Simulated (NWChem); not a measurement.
System: C₂H₅ClF₂Si; SMILES C([C@H](F)[SiH2]F)Cl

```xyz
11

F      0.6081    -2.6085    -0.1399
Si     0.8577    -1.0302     0.1573
C     -0.7457    -0.1275    -0.3641
F     -1.8298    -0.8918     0.0354
C     -0.8981     1.2404     0.2720
Cl     0.5469     2.2244    -0.0874
H      1.0597    -0.8563     1.6221
H      2.0371    -0.6051    -0.6376
H     -0.7803    -0.0264    -1.4643
H     -1.7822     1.7713    -0.1079
H     -0.9813     1.1492     1.3643
```
Atoms are numbered in this order, from 1.

Results from NWChem. Geometry: optimised at PBE0/def2-SVP.

What does the run give for PBE/def2-SVP? Quantities: highest occupied level (eV); orbital gap (eV); dipole (D).

The highest occupied level (eV) comes out as -7.04. The orbital gap (eV) is 6.35 and the dipole (D) is 1.63.
